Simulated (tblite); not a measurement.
Species: C9H13P.
Structure used (GFN2-xTB), in Å, numbered top down from 1:
```xyz
23
C9H13P angstrom
C      3.8429   -0.7213    0.9755
C      2.8791   -0.1765    0.0445
C      2.0449    0.2796   -0.6960
P      0.9532    0.9453   -1.9242
C     -0.4046   -0.2535   -1.6708
C     -1.2389    0.0619   -0.6851
C     -2.4183   -0.7553   -0.2588
C     -2.2040   -1.3682    1.1262
C     -0.9058    1.3244    0.0621
C      0.0337    2.1464   -0.8204
H      3.4644   -0.6561    1.9962
H      4.0352   -1.7674    0.7368
H      4.7789   -0.1663    0.9076
H     -0.4937   -1.1338   -2.2876
H     -3.3089   -0.1206   -0.2359
H     -2.5889   -1.5533   -0.9841
H     -1.2973   -1.9688    1.1330
H     -3.0456   -2.0049    1.3892
H     -2.1106   -0.5924    1.8818
H     -1.8073    1.8845    0.3200
H     -0.4011    1.0534    0.9946
H      0.7288    2.7610   -0.2470
H     -0.5410    2.8088   -1.4748
```

Computed with GFN2-xTB (tblite): harmonic, unscaled wavenumbers at the GFN2-xTB geometry, gas phase. Errors from tens to a few hundred cm⁻¹ against measured bands are possible. One conformer, not necessarily the lowest.

Harmonic wavenumbers (cm⁻¹): 31.3, 31.4, 49.2, 71.4, 127.2, 147.0, 211.0, 230.8, 258.6, 281.5, 317.6, 337.3, 349.3, 459.0, 494.4, 561.7, 583.5, 690.6, 765.6, 789.2, 800.3, 826.8, 877.1, 951.0, 996.3, 1016.9, 1021.6, 1043.2, 1068.4, 1079.2, 1091.0, 1111.4, 1127.3, 1164.3, 1224.4, 1249.6, 1258.4, 1313.4, 1321.8, 1385.6, 1407.8, 1445.5, 1454.4, 1454.7, 1467.1, 1480.7, 1501.1, 1505.3, 1668.2, 2316.0, 2934.6, 2947.5, 2950.9, 2968.1, 2983.5, 2984.2, 2993.1, 2997.2, 3004.7, 3034.1, 3037.9, 3044.4, 3084.2.

A = 1469, B = 749.5, C = 592.8 MHz; mass 152.075 u (most abundant isotopes); point group C1, symmetry number 1.

Problem. Zero-point energy?

Solution. Half the sum of the wavenumbers: 41690 cm⁻¹ = 119.20 kcal/mol.

Problem. Entropy at 400 K, 1 bar (ideal gas, RRHO, classical rotation)?

Solution. Translation 42.45, rotation 31.45, vibration 54.55: S = 128.5 cal/(mol K).

Problem. And Cp and H(400 K) − H(0)?

Solution. Cp = 57.25 cal/(mol K), of which vibrations give 49.30 (their classical limit is 63 R = 125.2); H(400 K) − H(0) = 13.64 kcal/mol without the zero-point energy, 10.46 from vibrations.

Problem. How do the functions run with temperature in this model?

Solution. 
```json
{"T (K)": "100", "S (cal/(mol K))": "78.1", "Cp (cal/(mol K))": "23.0", "H − H(0) (kcal/mol)": "1.60", "G − H(0) (kcal/mol)": "-6.21", "ln q(vib)": "3.61"}
{"T (K)": "200", "S (cal/(mol K))": "97.6", "Cp (cal/(mol K))": "34.3", "H − H(0) (kcal/mol)": "4.48", "G − H(0) (kcal/mol)": "-15.05", "ln q(vib)": "7.44"}
{"T (K)": "300", "S (cal/(mol K))": "113.7", "Cp (cal/(mol K))": "45.8", "H − H(0) (kcal/mol)": "8.48", "G − H(0) (kcal/mol)": "-25.63", "ln q(vib)": "10.95"}
{"T (K)": "500", "S (cal/(mol K))": "142.3", "Cp (cal/(mol K))": "67.4", "H − H(0) (kcal/mol)": "19.88", "G − H(0) (kcal/mol)": "-51.29", "ln q(vib)": "17.54"}
{"T (K)": "800", "S (cal/(mol K))": "179.2", "Cp (cal/(mol K))": "89.1", "H − H(0) (kcal/mol)": "43.64", "G − H(0) (kcal/mol)": "-99.70", "ln q(vib)": "26.75"}
{"T (K)": "1000", "S (cal/(mol K))": "200.1", "Cp (cal/(mol K))": "98.8", "H − H(0) (kcal/mol)": "62.47", "G − H(0) (kcal/mol)": "-137.67", "ln q(vib)": "32.42"}
```

q(vib) and H(0) count from the zero-point level.

Problem. Which modes carry the vibrational entropy at 400 K?

Solution. 31.3 cm⁻¹: 6.33; 31.4 cm⁻¹: 6.32; 49.2 cm⁻¹: 5.43; 71.4 cm⁻¹: 4.69; 127.2 cm⁻¹: 3.56; 147.0 cm⁻¹: 3.28 cal/(mol K); the other 57 give 24.94 together.

Problem. Blend soft modes into free rotors: weight 1/[1 + (100 cm⁻¹/ν̃)⁴] for the oscillator and the rest for a rotor with moment μB/(μ + B), μ = h/(8π²ν), B = 10⁻⁴⁴ kg m². What vibrational entropy results?

Solution. 47.81 cal/(mol K) in place of 54.55, which changes −T·S at 400 K by +2.70 kcal/mol.

Hindered rotation and anharmonicity are outside this model. Other conformers, if any are populated, would add a mixing term that is left out. The structure is chiral; the term R ln 2 for an equal mix with its mirror image is left out.
